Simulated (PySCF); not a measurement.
# Fine-structure interval of Tm(32+) by level of theory

Tm(32+) [Kr] 4d1 [4d3/2^1, M_J = 3/2] → Tm(32+) [Kr] 4d1 [4d5/2^1, M_J = 5/2], as a difference of total energies. Calculation: PySCF 2.14, in an even-tempered Gaussian basis (17 s from 3.1 bohr⁻², ratio 2.8; 14 p from 4.1 bohr⁻², ratio 2.8; 9 d from 4.1 bohr⁻², ratio 2.8; 3 f from 14 bohr⁻², ratio 3); the two-component X2C-1e Hamiltonian. Correlated levels: [Ar] 3d10 frozen; the 96 highest virtual spinors dropped. "Screened" scales the spin-orbit matrix elements by Boettger's factors to mimic the two-electron term; Breit and QED terms are absent.

```json
{"method": "GHF (screened spin-orbit)", "fine-structure interval (cm⁻¹)": "108890"}
{"method": "GMP2 (screened spin-orbit)", "fine-structure interval (cm⁻¹)": "109100"}
{"method": "GHF (bare spin-orbit)", "fine-structure interval (cm⁻¹)": "127430"}
```
